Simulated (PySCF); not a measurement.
C₄H₄FNOS.
Bonds: N1–C2 (triple), C2–C3, C3–C4, C4–S5 (double), C4–O6, O6–C7, C7–F8. Hydrogens: H9, H10 on C3; H11, H12 on C7.

Computed with PySCF at CAM-B3LYP/def2-SVPD, non-relativistic, on one gas-phase PBE0-D3(BJ)/def2-SVP geometry that isn't relaxed in the solvent. The solvent is an IEF-PCM continuum (cavity from Bondi-type radii × 1.2). The model holds no explicit solvent molecules, cavitation or dispersion.

Gas phase at CAM-B3LYP/def2-SVPD: HOMO -8.83 eV, LUMO -1.27 eV, dipole 1.64 D.

Task: What does the continuum do to the energy, the frontier levels and the dipole at CAM-B3LYP/def2-SVPD in cyclohexane and acetonitrile?

Result: 
| solvent | ε | E(solvent) − E(gas) (kJ/mol) | polarisation term (kJ/mol) | distortion of the solute (kJ/mol) | HOMO (eV) | LUMO (eV) | dipole (D) |
| --- | --- | --- | --- | --- | --- | --- | --- |
| cyclohexane | 2.017 | -16.18 | -17.44 | 1.26 | -8.73 | -1.14 | 1.76 |
| acetonitrile | 35.69 | -40.38 | -48.48 | 8.10 | -8.64 | -1.00 | 1.87 |

The first energy column is the sum of the next two and covers electrostatics alone. From cyclohexane to acetonitrile the lowering changes by a factor 2.50, Onsager's factor (ε − 1)/(2ε + 1) by 2.37 and ε itself by 17.7.

Task: Which radius a makes the point-dipole formula ΔE = −[(ε − 1)/(2ε + 1)]·μ²/a³ give the value in acetonitrile, with the gas-phase dipole?

Result: μ = 0.647 au and |ΔE| = 0.01538 Eh give a = 1.25 Å; the farthest nucleus lies 3.15 Å from the centroid of the nuclei, so such a sphere wouldn't even hold the nuclei. The formula assumes a rigid point dipole at the centre of a sphere.

Task: How does the static polarisability (CAM-B3LYP/def2-SVPD, frozen core, with the continuum's full static response) change?

Result: 
```tsv
medium	isotropic (au)	principal values (au)	⟨r²⟩ of the electrons (bohr²)
gas	77.0	57.7, 75.5, 97.9	1258.1
cyclohexane	86.3	64.2, 83.4, 111.3	1259.0
acetonitrile	103.7	78.9, 97.2, 135.0	1260.5
```

The isotropic value in acetonitrile is 1.35 times the gas-phase one; no cavity-field correction is applied. ⟨r²⟩ is taken about the centre of nuclear charge.

The run took about 60 s of CPU time (one thread, shared machine). This is the whole response run at CAM-B3LYP/def2-SVPD in acetonitrile, SCF included.

The values belong to the conformer `[N:1]#[C:2][CH2:3][C:4](=[S:5])[O:6][CH2:7][F:8]`: C2–C3–C4–S5 -149°, C3–C4–O6–C7 177°, C4–O6–C7–F8 -81°.
